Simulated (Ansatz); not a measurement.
System: AlHClF, charge 0, singlet. AlHClF (SMILES [AlH]([Cl])[F]).
B3LYP-D3(BJ)/def2-TZVP minimum from Ansatz (a program for electronic structure):
```
Al
F 1 1.6458
H 1 1.5554 2 119.79
Cl 1 2.0873 3 122.41 2 180.00
```
Charge 0, spin multiplicity 1.

Hartree-Fock and CCSD(T) correlation energies in hartree (Ansatz). Radicals and triplets start from unrestricted determinants; spin-orbit coupling is neglected. Cores are frozen in correlated methods. No relativity.

```
basis        X       E(HF)  E(corr, CCSD(T))
-----------  -  ----------  ----------------
cc-pV(T+d)Z  3  -801.66145          -0.55733
cc-pV(Q+d)Z  4  -801.67848          -0.60703
cc-pV(5+d)Z  5  -801.68179          withheld
```

Q: Fit E(corr) = E∞ + A/X³ to X = 3 and 4, predict X = 5, and compare with the run.

A: A = (-0.55733 - (-0.60703))/(1/27 - 1/64) = 2.3211; E∞ = -0.60703 - A/64 = -0.64330; at X = 5, E∞ + A/125 = -0.62473. The run gave -0.62447, 0.26 mEh above the prediction. The same form on X = 4 and 5 gives E∞ = -0.64277, 0.53 mEh above the first estimate.
